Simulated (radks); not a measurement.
Problem. The mean radii <r> (bohr) of the occupied orbitals of an atom or ion are listed with their occupations. Method: scalar-relativistic Kohn-Sham, PBE, spin-unpolarised, spherical densities, point nucleus; computed with a radial shooting solver on a logarithmic mesh with Libxc functionals.

orbital  occ.      <r>
1s          2  0.01931
2s          2  0.08135
2p          6  0.07241
3s          2   0.2022
3p          6   0.1995
3d          4   0.1775

Name the element and its charge.

Solution. Z = 71, lutetium, charge +49: Lu49+ in [Ar] 3d4. The 1s radius gives Z: for a bare nucleus <r> = (2 gamma + 1)/(2Z) with gamma = sqrt(1 - (Z/c)^2), 0.01909 bohr for Z = 71, and screening makes it slightly larger (0.01931 here). The occupations add up to 22, and the charge is Z minus that.
